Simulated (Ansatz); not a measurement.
Cu3H3. Total charge 0; quintet. Geometry PBE-D4/def2-SVP.

| atom | x (Å) | y (Å) | z (Å) |
| --- | --- | --- | --- |
| Cu1 | -0.196 | 0.349 | -1.576 |
| Cu2 | 0.856 | 1.284 | 0.585 |
| Cu3 | -0.296 | -0.867 | 0.522 |
| H4 | 1.096 | -0.312 | -0.371 |
| H5 | -0.184 | 0.333 | 1.622 |
| H6 | -1.275 | -0.787 | -0.781 |

At HF/STO-3G the charge 0 quintet is spin-contaminated (final ⟨S²⟩ up to 8.19, 6.00 for a pure state). The order of the spin states hangs on the level: the singlet lies 5.72 eV below the quintet at PBE0-D4/def2-TZVP, but 15.70 eV above it at HF/STO-3G. The quintet is doubtful at HF/STO-3G (⟨S²⟩ 8.19, where a pure state has 6.00). The structure comes from a short search, and lower isomers may exist.

Question: Estimate the α-spin orbital energies around the gap (eV) in Ansatz with HF/STO-3G, r2SCAN-D4/def2-TZVP, B97M-V/def2-TZVP, r2SCANh-D4/def2-TZVP, PBE0-D4/def2-TZVP.

Answer: 
```csv
orbital,HF/STO-3G,r2SCAN-D4/def2-TZVP,B97M-V/def2-TZVP,r2SCANh-D4/def2-TZVP,PBE0-D4/def2-TZVP
HOMO−9,-14.79,-7.97,-8.25,-8.97,-10.17
HOMO−8,-14.63,-7.94,-8.16,-8.85,-10.09
HOMO−7,-14.59,-7.87,-8.15,-8.79,-9.98
HOMO−6,-14.31,-7.83,-8.06,-8.71,-9.76
HOMO−5,-13.72,-7.75,-8.00,-8.70,-9.74
HOMO−4,-13.55,-7.68,-7.96,-8.63,-9.73
HOMO−3,-13.28,-7.23,-7.19,-7.79,-8.42
HOMO−2,-8.70,-6.47,-6.42,-7.01,-7.57
HOMO−1,-7.63,-4.98,-4.60,-5.24,-5.45
HOMO,-6.26,-3.52,-3.10,-3.73,-3.88
LUMO,1.25,-2.48,-2.42,-2.16,-1.81
LUMO+1,2.54,-1.63,-1.49,-1.32,-0.92
LUMO+2,3.18,-0.02,0.03,0.27,0.58
LUMO+3,6.83,0.08,0.12,0.37,0.70
LUMO+4,8.72,1.48,1.05,1.70,1.71
LUMO+5,8.77,1.98,1.31,2.14,1.99
β HOMO,-5.29,-7.10,-7.12,-7.53,-8.20
β LUMO,0.80,-5.84,-5.93,-5.45,-4.98
```
